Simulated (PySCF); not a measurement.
Ge(H)(F)2(Me) (CH4F2Ge), SMILES [F][GeH]([F])[CH3].

Coordinates come from a B3LYP-D3(BJ)/def2-SVP optimisation.

Level of theory: M06-2X/def2-TZVP in PySCF.

total energy: -2317.31836 hartree
point group: Cs
highest occupied level: -10.78 eV
lowest empty level: 1.41 eV
orbital gap: 12.19 eV
dipole moment: 0.683 e·Å
quadrupole, principal values (traceless, Buckingham form, about the centre of nuclear charge): -4.97, 0.36, 4.61 D·Å
mean static polarisability: 38.4 bohr³ (5.69 Å³)
polarisability, principal values: 35.5, 36.1, 43.6 bohr³
